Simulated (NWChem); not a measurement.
The numbers come from NWChem runs, not from measurements. System: HClOPb, charge 0, spin multiplicity 1, at a geometry optimised with PBE0/def2-SVP with def2 effective core potentials on Pb. The structure started from a generated list of species. Level: B3LYP/def2-TZVPD with def2 effective core potentials on Pb, VWN1-RPA local correlation.

Input file:

```
start mol
memory heap 200 mb stack 900 mb global 1100 mb
geometry units angstroms nocenter noautoz
  Pb    -0.368660    -0.174328     0.000000
  Cl     1.191469     1.758384     0.000000
  O      1.146953    -1.632924     0.000000
  H      0.799553    -2.534243     0.000000
  symmetry group Cs
end
basis spherical
  * library def2-tzvpd
end
ecp
  Pb library def2-ecp
end
dft
  xc b3lyp
  semidirect memsize 60000000 filesize 0
  iterations 100
end
task dft energy
```

Output (cleaned and shortened):

```
             Northwest Computational Chemistry Package (NWChem) 7.3.0
             --------------------------------------------------------

                                NWChem Input Module
                                -------------------

 Scaling coordinates for geometry "geometry" by  1.889725989
 (inverse scale =  0.529177249)

 Turning off AUTOSYM since
 SYMMETRY directive was detected!

                             Geometry "geometry" -> ""
                             -------------------------

 Output coordinates in angstroms (scale by  1.889725989 to convert to a.u.)

  No.       Tag          Charge          X              Y              Z
 ---- ---------------- ---------- -------------- -------------- --------------
    1 Pb                  82.0000    -0.36866000    -0.17432800     0.00000000
    2 Cl                  17.0000     1.19146900     1.75838400     0.00000000
    3 O                    8.0000     1.14695300    -1.63292400     0.00000000
    4 H                    1.0000     0.79955300    -2.53424300     0.00000000

 Effective nuclear repulsion energy (a.u.)     506.1911457602

            Nuclear Dipole moment (a.u.)
            ----------------------------
        X                 Y               Z
 ---------------- ---------------- ----------------
     0.0000566918    -0.0000056692     0.0000000000

      Symmetry information
      --------------------

 Group name             Cs
 Group number              2
 Group order               2
 No. of unique centers     4

      Symmetry unique atoms

     1    2    3    4


 Summary of "ao basis" -> "" (spherical)
 ------------------------------------------------------------------------------
       Tag                 Description            Shells   Functions and Types
 ---------------- ------------------------------  ------  ---------------------
 *                         def2-tzvpd                 on all atoms

                                 NWChem DFT Module
                                 -----------------

 Summary of "ao basis" -> "ao basis" (spherical)
 ------------------------------------------------------------------------------
       Tag                 Description            Shells   Functions and Types
 ---------------- ------------------------------  ------  ---------------------
 Pb                        def2-tzvpd               18       56   7s5p4d2f
 Cl                        def2-tzvpd               16       46   6s6p3d1f
 O                         def2-tzvpd               14       40   6s4p3d1f
 H                         def2-tzvpd                5        9   3s2p

 Summary of "ao basis" -> "ao basis" (spherical)
 ------------------------------------------------------------------------------
       Tag                 Description            Shells   Functions and Types
 ---------------- ------------------------------  ------  ---------------------
 Pb                        def2-tzvpd               18       56   7s5p4d2f
 Cl                        def2-tzvpd               16       46   6s6p3d1f
 O                         def2-tzvpd               14       40   6s4p3d1f
 H                         def2-tzvpd                5        9   3s2p

      Symmetry analysis of basis
      --------------------------

        a'        102
        a"         49

            General Information
            -------------------
          SCF calculation type: DFT
          Wavefunction type:  closed shell.
          No. of atoms     :     4
          No. of electrons :    48
           Alpha electrons :    24
            Beta electrons :    24
          Charge           :     0
          Spin multiplicity:     1
          Use of symmetry is: on ; symmetry adaption is: on
          Maximum number of iterations: 100
          AO basis - number of functions:   151
                     number of shells:    53
          Convergence on energy requested:  1.00D-06
          Convergence on density requested:  1.00D-05
          Convergence on gradient requested:  5.00D-04

              XC Information
              --------------
                         B3LYP Method XC Potential
                     Hartree-Fock (Exact) Exchange  0.200
                        Slater Exchange Functional  0.800 local
                    Becke 1988 Exchange Functional  0.720 non-local
              Lee-Yang-Parr Correlation Functional  0.810
                  VWN I RPA Correlation Functional  0.190 local

             Grid Information
             ----------------
          Grid used for XC integration:  medium
          Radial quadrature: Mura-Knowles
          Angular quadrature: Lebedev.
          Tag              B.-S. Rad. Rad. Pts. Rad. Cut. Ang. Pts.
          ---              ---------- --------- --------- ---------
          Pb                  1.80      123          13.0       590
          Cl                  1.00       88          13.0       590
          O                   0.60       49          13.0       434
          H                   0.35       45          14.0       434
          Grid pruning is: on
          Number of quadrature shells:   305
          Spatial weights used:  Erf1

          Convergence Information
          -----------------------
          Convergence aids based upon iterative change in
          total energy or number of iterations.
          Levelshifting, if invoked, occurs when the
          HOMO/LUMO gap drops below (HL_TOL):  1.00D-02
          DIIS, if invoked, will attempt to extrapolate
          using up to (NFOCK): 10 stored Fock matrices.

                    Damping( 0%)  Levelshifting(0.5)       DIIS
                  --------------- ------------------- ---------------
          dE  on:    start            ASAP                start
          dE off:    2 iters        100 iters           100 iters

      Screening Tolerance Information
      -------------------------------
          Density screening/tol_rho:  1.00D-10
          AO Gaussian exp screening on grid/accAOfunc:  14
          CD Gaussian exp screening on grid/accCDfunc:  20
          XC Gaussian exp screening on grid/accXCfunc:  20
          Schwarz screening/accCoul:  1.00D-08

      Superposition of Atomic Density Guess
      -------------------------------------

 Sum of atomic energies:        -754.12287243

      Non-variational initial energy
      ------------------------------

 Total energy =    -726.641317
 1-e energy   =   -1385.611809
 2-e energy   =     502.902749
 HOMO         =      -0.339864
 LUMO         =      -0.047795

      Symmetry analysis of molecular orbitals - initial
      -------------------------------------------------

  Numbering of irreducible representations:

     1 a'          2 a"

  Orbital symmetries:

     1 a'          2 a'          3 a'          4 a'          5 a"
     6 a'          7 a'          8 a'          9 a'         10 a"
    11 a'         12 a'         13 a'         14 a'         15 a"
    16 a"         17 a'         18 a'         19 a'         20 a'
    21 a"         22 a'         23 a"         24 a'         25 a"
    26 a'         27 a'         28 a'         29 a'         30 a"
    31 a'         32 a'         33 a"         34 a"

------------------------------------------------------------
EAF file 0: "./mol.aoints.0" size=524288 bytes
------------------------------------------------------------
               write      read    awrite     aread      wait
               -----      ----    ------     -----      ----
     calls:        1         0         0         0         0
   data(b): 5.24e+05  0.00e+00  0.00e+00  0.00e+00
   time(s): 0.00e+00  0.00e+00  0.00e+00  0.00e+00  0.00e+00
rate(mb/s): 0.00e+00  0.00e+00
------------------------------------------------------------

   convergence    iter        energy       DeltaE   RMS-Dens  Diis-err    time
 ---------------- ----- ----------------- --------- --------- ---------  ------
 d= 0,ls=0.0,diis     1   -728.9758519559 -8.85D+02  3.13D-02  1.47D+00     9.0
 d= 0,ls=0.0,diis     2   -727.5845828349  1.39D+00  1.14D-02  1.22D+01    10.0
 d= 0,ls=0.0,diis     3   -729.0811834965 -1.50D+00  3.69D-03  2.64D-01    10.8
 d= 0,ls=0.0,diis     4   -729.0948218671 -1.36D-02  1.84D-03  1.64D-01    11.7
 d= 0,ls=0.0,diis     5   -729.1158940621 -2.11D-02  1.72D-04  1.36D-03    12.5
  Resetting Diis
 d= 0,ls=0.0,diis     6   -729.1159822792 -8.82D-05  5.66D-05  1.95D-04    13.3
 d= 0,ls=0.0,diis     7   -729.1159983682 -1.61D-05  4.58D-05  2.62D-05    14.1
 d= 0,ls=0.0,diis     8   -729.1159932810  5.09D-06  3.02D-05  8.32D-05    14.8
 d= 0,ls=0.0,diis     9   -729.1160003574 -7.08D-06  7.22D-06  4.97D-06    15.6
 d= 0,ls=0.0,diis    10   -729.1160007894 -4.32D-07  1.44D-06  1.39D-07    16.3

         Total DFT energy =     -729.116000789364
      One electron energy =    -1388.152380665471
           Coulomb energy =      556.354951407358
    Exchange-Corr. energy =      -53.386314744011
 Nuclear repulsion energy =      156.067743212761

 Numeric. integr. density =       47.999996335871

     Total iterative time =     14.3s

                  Occupations of the irreducible representations
                  ----------------------------------------------

                     irrep           alpha         beta
                     --------     --------     --------
                     a'               18.0         18.0
                     a"                6.0          6.0

                       DFT Final Molecular Orbital Analysis
                       ------------------------------------

 Vector   22  Occ=2.000000D+00  E=-3.019467D-01  Symmetry=a'
              MO Center=  9.6D-01,  1.4D+00,  1.2D-15, r^2= 2.5D+00
   Bfn.  Coefficient  Atom+Function         Bfn.  Coefficient  Atom+Function
  ----- ------------  ---------------      ----- ------------  ---------------
    73      0.428468  2 Cl py                76      0.274499  2 Cl py
    72     -0.239216  2 Cl px                70      0.204598  2 Cl py
    75     -0.172111  2 Cl px                64     -0.167360  2 Cl py
    17     -0.136595  1 Pb px                11      0.128098  1 Pb px
    69     -0.117636  2 Cl px                 5      0.116241  1 Pb s

 Vector   23  Occ=2.000000D+00  E=-2.980637D-01  Symmetry=a"
              MO Center=  1.1D+00,  5.4D-01, -2.2D-14, r^2= 3.7D+00
   Bfn.  Coefficient  Atom+Function         Bfn.  Coefficient  Atom+Function
  ----- ------------  ---------------      ----- ------------  ---------------
    74      0.423969  2 Cl pz                77      0.293096  2 Cl pz
   111     -0.277550  3 O  pz               114     -0.229970  3 O  pz
    71      0.205763  2 Cl pz               117     -0.187606  3 O  pz
    65     -0.167097  2 Cl pz                24     -0.077436  1 Pb d -1
    68     -0.076656  2 Cl pz               120     -0.035831  3 O  pz

 Vector   24  Occ=2.000000D+00  E=-2.824421D-01  Symmetry=a'
              MO Center=  6.4D-01,  7.8D-02,  2.1D-15, r^2= 4.4D+00
   Bfn.  Coefficient  Atom+Function         Bfn.  Coefficient  Atom+Function
  ----- ------------  ---------------      ----- ------------  ---------------
    72      0.350642  2 Cl px                 5      0.282964  1 Pb s
   109      0.276595  3 O  px                 6      0.274480  1 Pb s
    75      0.235897  2 Cl px                 3     -0.234549  1 Pb s
   112      0.230975  3 O  px                11      0.186940  1 Pb px
   115      0.176033  3 O  px                17     -0.171583  1 Pb px

 Vector   25  Occ=0.000000D+00  E=-1.096984D-01  Symmetry=a"
              MO Center= -4.0D-01, -1.7D-01,  1.2D-13, r^2= 4.0D+00
   Bfn.  Coefficient  Atom+Function         Bfn.  Coefficient  Atom+Function
  ----- ------------  ---------------      ----- ------------  ---------------
    19      0.532572  1 Pb pz                13     -0.397705  1 Pb pz
    22      0.368849  1 Pb pz                16      0.320329  1 Pb pz
   111     -0.142798  3 O  pz                74     -0.134958  2 Cl pz
    77     -0.128872  2 Cl pz               117     -0.119525  3 O  pz
   114     -0.117522  3 O  pz                10      0.082622  1 Pb pz

 Vector   26  Occ=0.000000D+00  E=-4.805110D-02  Symmetry=a'
              MO Center= -6.3D-01, -6.9D-01, -9.4D-15, r^2= 6.5D+00
   Bfn.  Coefficient  Atom+Function         Bfn.  Coefficient  Atom+Function
  ----- ------------  ---------------      ----- ------------  ---------------
    21      0.557236  1 Pb py                18      0.396641  1 Pb py
     7     -0.375858  1 Pb s                 12     -0.270240  1 Pb py
     5      0.224376  1 Pb s                 15      0.219461  1 Pb py
    61     -0.178936  2 Cl s                 75      0.174342  2 Cl px
    72      0.157836  2 Cl px                 6      0.154545  1 Pb s

 Vector   27  Occ=0.000000D+00  E=-3.447245D-02  Symmetry=a'
              MO Center= -6.5D-01, -3.4D-01,  3.8D-15, r^2= 7.1D+00
   Bfn.  Coefficient  Atom+Function         Bfn.  Coefficient  Atom+Function
  ----- ------------  ---------------      ----- ------------  ---------------
     6      0.600525  1 Pb s                 20      0.589724  1 Pb px
    17      0.407165  1 Pb px                21     -0.283575  1 Pb py
   108     -0.259763  3 O  s                  5      0.242957  1 Pb s
    11     -0.243887  1 Pb px               107     -0.231056  3 O  s
     3     -0.201384  1 Pb s                 14      0.196694  1 Pb px

 center of mass
 --------------
 x =  -0.11527542 y =  -0.02500769 z =   0.00000000

 moments of inertia (a.u.)
 ------------------
         583.932393985893        -194.335203483640           0.000000000000
        -194.335203483640         352.200397814816           0.000000000000
           0.000000000000           0.000000000000         936.132791800709

     Multipole analysis of the density
     ---------------------------------

     L   x y z        total         alpha         beta         nuclear
     -   - - -        -----         -----         ----         -------
     0   0 0 0      0.000000    -24.000000    -24.000000     48.000000

     1   1 0 0     -1.863855    -21.831948    -21.831948     41.800040
     1   0 1 0     -0.950912    -10.358418    -10.358418     19.765923
     1   0 0 1      0.000000      0.000000      0.000000      0.000000

     2   2 0 0    -37.731857    -87.227690    -87.227690    136.723522
     2   1 1 0      0.297015    -35.598833    -35.598833     71.494682
     2   1 0 1      0.000000      0.000000      0.000000      0.000000
     2   0 2 0    -35.910282   -162.556538   -162.556538    289.202795
     2   0 1 1      0.000000      0.000000      0.000000      0.000000
     2   0 0 2    -32.457890    -16.228945    -16.228945      0.000000

 Task  times  cpu:       16.3s     wall:       16.3s

 Total times  cpu:       16.3s     wall:       16.3s
```
